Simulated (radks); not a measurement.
Results of a calculation; reference values are marked as such.
Task: The tellurium ion Te+, configuration [Kr] 4d10 5s2 5p3. Code: a radial shooting solver on a logarithmic mesh with Libxc functionals. Model: scalar-relativistic Kohn-Sham, BLYP, spin-polarised, spherical densities, finite nucleus; open shells are filled with parallel spins first (spin-orbit coupling, left out, can overturn this in heavy ions); Fermi nuclear charge, rms radius 4.7423 fm. Some entries of the table are withheld. Estimate them.

orbital,occ.,eigenvalue (eV),<1/r> (bohr^-1),<r> (bohr)
1s up,1,-31640.47,55.57,0.02781
1s down,1,-31640.38,55.57,0.02781
2s up,1,-4859.538,12.72,0.1199
2s down,1,-4859.498,12.72,0.1199
2p up,3,-4363.835,12.19,0.1047
2p down,3,-4363.762,12.19,0.1047
3s up,1,-973.7753,4.543,0.3222
3s down,1,-973.6964,4.543,0.3222
3p up,3,-812.6444,4.322,0.3203
3p down,3,-812.5548,4.322,0.3203
3d up,5,-568.8354,4.088,0.2968
3d down,5,-568.7500,4.088,0.2968
4s up,1,-172.9831,1.823,0.7645
4s down,1,-172.7926,1.823,0.7644
4p up,3,-123.0286,1.665,0.8212
4p down,3,-122.8326,1.665,0.8207
4d up,5,-50.3631,1.367,(1)
4d down,5,-50.0435,1.372,(2)
5s up,1,-23.9647,0.6376,2.032
5s down,1,-22.2170,0.6427,2.028
5p up,3,-14.1960,(3),(4)
5p down,0,-12.4423,(5),(6)

Result: 
(1) 4d up <r> (bohr): 0.9738
(2) 4d down <r> (bohr): 0.9684
(3) 5p up <1/r> (bohr^-1): 0.5190
(4) 5p up <r> (bohr): 2.465
(5) 5p down <1/r> (bohr^-1): 0.5110
(6) 5p down <r> (bohr): 2.523
